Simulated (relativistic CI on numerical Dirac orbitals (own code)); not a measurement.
# Pt4+: N6,7 absorption edge

Computed with this model: Dirac-Coulomb-Breit CI, orbitals from a KLI potential per configuration, model QED, valence Slater integrals scaled by 0.7, multiplet model of core-to-valence dipole absorption; configurations [Xe] 4f14 5d6 → [Xe] 4f13 5d7; 10 K; Lorentzian 0.3 eV and Gaussian 0.3 eV FWHM. Energies are those of the free ion, without screening or charge transfer. The branching ratio is the share of the lower-energy edge in the whole absorption, uncertain by about 0.02 where the edges overlap. S is read from ⟨S²⟩ = S(S + 1).

Field parameters in Wybourne normalisation: D3d B²₀ = −7Dσ, B⁴₀ = −14Dq − 21Dτ, B⁴₃ = −14√(10/7) Dq. The field is a parameter set, without covalency.

free ion: ground-state S = 1.77, centroid 73.41 eV. Peaks (eV, height): 72.7 (100), 73.1 (96), 75.6 (29).

D3d, 10Dq = 39950, Dσ = -1200, Dτ = 130 cm⁻¹: ground-state S = 0.18, centroid 76.07 eV, branching ratio 0.570. Peaks (eV, height): 74.7 (100), 77.8 (61).

Strongest unbroadened transitions for free ion:

```csv
Energy (eV),Relative strength
72.22,19.3
72.66,34.7
72.68,66.5
73.17,100.0
73.53,2.1
73.68,2.7
73.89,2.4
74.07,2.2
74.37,6.2
74.49,0.9
74.76,0.5
75.14,0.5
75.59,17.8
75.62,6.7
75.73,10.2
76.66,1.4
76.85,0.6
76.94,1.7
```
